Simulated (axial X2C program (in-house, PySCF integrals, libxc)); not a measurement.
**Potential curves of NiB⁺, spin-free**

All values were computed with an in-house relativistic program for diatomic molecules. Spin-free means the one-electron spin-free X2C Hamiltonian. Basis: Ni dyall-cv3z [9s9p6d3f2g], B dyall-v3z [7s6p2d1f] (cores contracted in-house); Gaussian nuclei, density fitting, unrestricted open shells. Masses: Ni 57.935 u, B 11.009 u.

State: M_S = 1, Λ = 2 (beyond evenly filled blocks: σα, δ+α, δ+β, δ-α). Energies in cm⁻¹ from the fragments at the same level (Ni+ + B). Fits are polynomials in 1 − R0/R over 0.85 to 1.23 times the lowest point R0.

| R (Å) | CCSD | HF |
| --- | --- | --- |
| 1.6269 |  | 246 |
| 1.7017 | -15618 | -3448 |
| 1.7578 | -16726 | -5466 |
| 1.8139 | -17370 | -6976 |
| 1.8700 | -17644 | -8082 |
| 1.9354 | -17631 | -8971 |
| 2.0009 | -17374 | -9528 |
| 2.0851 | -16800 | -9887 |
| 2.1879 |  | -9947 |
| 2.3375 |  | -9584 |

Correlated methods: 12 electrons correlated (number of frozen shells: Ni 3 s, 2 p; B 1 s), 228 virtual spin orbitals or spinors in MP2, 90 natural virtuals in coupled cluster.

Occupations by symmetry block were frozen at the best pattern of an incomplete PBE0 search. Dissociation energies refer to the lowest single-determinant-based atoms at the same level and basis. CCSD ran in a truncated set of natural virtual spinors with an MP2 remainder; without triples it tends to underbind. PBE0 can misorder states that lie within some tenths of an eV, so this need not be the ground state of the molecule. The nearest other spin-free determinant of the search, M_S = 0, Λ = 2, lies 0.06 eV up at the distance of the search. Coupled cluster ran on the points near the minimum only. MP2 and coupled cluster on one determinant become unreliable at the stretched end.

What are Re, ωe and De at the CCSD level?

At CCSD, spin-free: Re = 1.899 Å, ωe ≈ 508 cm⁻¹, De = 2.19 eV to Ni+ + B; Be follows as 0.506 cm⁻¹.

What are Re, ωe and De at the HF level?

At HF, spin-free: Re = 2.154 Å, ωe ≈ 327 cm⁻¹, De = 1.24 eV to Ni+ + B; Be follows as 0.393 cm⁻¹.
